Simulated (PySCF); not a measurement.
## Radial density of Nb²⁺ (niobium, charge +2)

r2SCAN, [Kr] 4d3, high-spin 4F determinant. All numbers are calculated (PySCF 2.14, a scalar-relativistic core potential, in aug-cc-pVDZ-PP with ECP28MDF (5s5p4d2f, 54 functions)). This is the valence pseudo-density: the core potential removes the inner electrons and smooths the orbitals near the nucleus.

| r (bohr) | 4πr²ρ (e/bohr) | 4πr²(ρα − ρβ) |
| --- | --- | --- |
| 0.0504 | 2.303e-05 | 0.0000 |
| 0.0847 | 7.991e-05 | 0.0000 |
| 0.143 | 0.0005040 | 0.0001 |
| 0.240 | 0.006765 | 0.0014 |
| 0.403 | 0.1757 | 0.0272 |
| 0.678 | 3.442 | 0.3442 |
| 1.14 | 9.781 | 1.5357 |
| 1.92 | 3.395 | 1.4652 |
| 3.23 | 0.3235 | 0.2904 |
| 5.43 | 0.005443 | 0.0054 |

Energies and moments cover only the electrons outside the core potential.
